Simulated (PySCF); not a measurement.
# How methods differ on the excitation energy of W

W [Xe] 4f14 5d4 6s2 (5D) → W [Xe] 4f14 5d5 6s1 (7S), as a difference of total energies. All numbers are calculated (PySCF 2.14, scalar relativity through the core potential, in aug-cc-pVTZ-PP with ECP60MDF (6s6p5d3f2g, 88 functions)). Correlated levels: valence: 5s2 5p6 frozen. The calculations carry no spin-orbit coupling.

```tsv
method	excitation energy (cm⁻¹)	error (cm⁻¹)
UHF	-9259.6	-7754
LDA	-4731.6	-3226
PBE	-6512.6	-5007
PBE0	-6902.6	-5397
r2SCAN	-9453.4	-7948
BP86	-5320.8	-3815
B2PLYP	-1452.5	+53
M06	2007.1	+3513
TPSSh	-6197.9	-4692
MP2 (valence)	-4362.5	-2857
SCS-MP2 (valence)	1847.9	+3354
```

Reference: -1505.7 cm⁻¹ (measured; NIST levels, between the centres of gravity of the two terms).

Errors of the correlated levels include the incompleteness of this basis and the frozen core.
